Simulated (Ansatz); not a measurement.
Reaction (redistribution): `[F][GeH2][AlH2]` + `OB[SiH](O)F` → `OB[SiH](F)[AlH2]` + `[OH][GeH2][F]`

Calculated with Ansatz (gas phase, PBE0-D4/def2-TZVP geometries, no zero-point term in ΔE). CBS: MP2 limit from def2 TZ/QZ plus the TZ coupled-cluster correction, frozen cores. For Ge outer-core shells are correlated without core-valence functions, which leaves a few kJ/mol of doubt a bond. Scalar relativity is left out up to krypton. One conformer a species, not always the lowest.

| species | CCSD(T)/CBS(def2) energy (Eh) |
| --- | --- |
| `[F][GeH2][AlH2]` | -2420.33314 |
| `OB[SiH](O)F` | -566.57233 |
| `OB[SiH](F)[AlH2]` | -733.93198 |
| `[OH][GeH2][F]` | -2252.93819 |

Work out ΔE.

ΔE = (-733.93198) + (-2252.93819) − (-2420.33314) − (-566.57233) = 0.03530 Eh = +0.96 eV.

Largest T1 diagnostic among the species: 0.014.

From PBE to PBE0 (25 % exact exchange), in def2-TZVPP and without D4, ΔE moves by +0.05 eV. In def2-TZVPP, CCSD(T) changes the Hartree–Fock value by −0.09 eV (the triples alone add −0.03 eV) and MP2 by −0.07 eV.
